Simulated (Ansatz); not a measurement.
Reactions of `C=C(F)O[SiH2]C`.

Isolated molecules relaxed with PBE0-D4/def2-TZVP in Ansatz; ΔE leaves out vibrations. CBS: MP2 limit from def2 TZ/QZ plus the TZ coupled-cluster correction, frozen cores. This one scheme is used for every species. Functionals use def2-TZVPP. def2 core potentials past Kr. For Br, Ge, Sb, Sn, Te outer-core shells are correlated without core-valence functions, which leaves a few kJ/mol of doubt a bond. Scalar relativity is left out up to krypton. Each species was taken in one conformer, which may not be the lowest.

```json
{"reaction": "`C=C(F)O[SiH2]C` + HCl → `C[SiH2]Cl` + `C=C(O)F`", "CCSD(T)/CBS(def2) (kcal/mol)": "-1.5"}
{"reaction": "`C=C(F)O[SiH2]C` + `CO[SiH2]S` → `CO[SiH2]SC` + `C=C(F)O[SiH3]`", "CCSD(T)/CBS(def2) (kcal/mol)": "?"}
{"reaction": "`C=C(F)O[SiH2]C` + HBr → `C[SiH2]Br` + `C=C(O)F`", "CCSD(T)/CBS(def2) (kcal/mol)": "-1.4"}
{"reaction": "`C=C(F)O[SiH2]C` + `[SH][SbH2]` → `C[SiH2][S][SbH2]` + `C=C(O)F`", "CCSD(T)/CBS(def2) (kcal/mol)": "6.2"}
{"reaction": "`C=C(F)O[SiH2]C` + silanol → `C[SiH2]O[SiH3]` + `C=C(O)F`", "CCSD(T)/CBS(def2) (kcal/mol)": "?"}
{"reaction": "`C=C(F)O[SiH2]C` + `[F][SnH]([SH])[Cl]` → `C[S][SnH]([F])[Cl]` + `C=C(F)O[SiH3]`", "CCSD(T)/CBS(def2) (kcal/mol)": "?"}
{"reaction": "`C=C(F)O[SiH2]C` + `[SiH3]S` → `C[SiH2]S[SiH3]` + `C=C(O)F`", "CCSD(T)/CBS(def2) (kcal/mol)": "6.2"}
{"reaction": "`C=C(F)O[SiH2]C` + H₂Te → `C[SiH2][TeH]` + `C=C(O)F`", "CCSD(T)/CBS(def2) (kcal/mol)": "7.0"}
{"reaction": "`C=C(F)O[SiH2]C` + HBr → `C=C(F)Br` + `C[SiH2]O`", "CCSD(T)/CBS(def2) (kcal/mol)": "4.8"}
{"reaction": "`C=C(F)O[SiH2]C` + `[CH3][GeH3]` → `C=[C](F)[GeH2][CH3]` + `C[SiH2]O`", "CCSD(T)/CBS(def2) (kcal/mol)": "-6.9"}
```

Q: Fill in the missing values. (Estimate.)

A: The calculation gave: `C=C(F)O[SiH2]C` + `CO[SiH2]S` → `CO[SiH2]SC` + `C=C(F)O[SiH3]`: +13.3 kcal/mol; `C=C(F)O[SiH2]C` + silanol → `C[SiH2]O[SiH3]` + `C=C(O)F`: -4.3 kcal/mol; `C=C(F)O[SiH2]C` + `[F][SnH]([SH])[Cl]` → `C[S][SnH]([F])[Cl]` + `C=C(F)O[SiH3]`: +14.3 kcal/mol.

Largest T1 diagnostic: 0.013, for `[SH][SbH2]`.
